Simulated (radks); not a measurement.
Results of a calculation; reference values are marked as such.
Excited configurations of neutral gadolinium: one electron is placed in a higher orbital outside [Xe] 4f7 5d1 6s1. The ground configuration is [Xe] 4f7 5d1 6s2. Code: a radial shooting solver on a logarithmic mesh with Libxc functionals. Model: scalar-relativistic Kohn-Sham, BLYP, spin-polarised, spherical densities, point nucleus; open shells are filled with parallel spins first (spin-orbit coupling, left out, can overturn this in heavy ions). Excitation = E - E(ground); binding = E(ion) - E, where the ion is the core of charge +1; n* = 1/sqrt(2 binding) in atomic units, and the quantum defect is n - n*.

outer orbital	excitation (eV)	binding (eV)	quantum defect	eigenvalue (eV)
6p	2.175	3.907	4.134	-1.963
6d	4.612	1.471	2.959	-0.633
7s	3.897	2.185	4.505	-1.260
7p	4.441	1.642	4.121	-0.930
7f	5.555	0.528	1.923	-0.315

The Delta-SCF ionisation energy is 6.083 eV (NIST Atomic Spectra Database: 6.150 eV, measured). Self-interaction in the functional shifts the binding energies and quantum defects, so they are the method's values and not measured ones. Open shells are spherical and high-spin; term and fine-structure splittings are not resolved. Spin-orbit splitting is averaged out at the scalar-relativistic level.
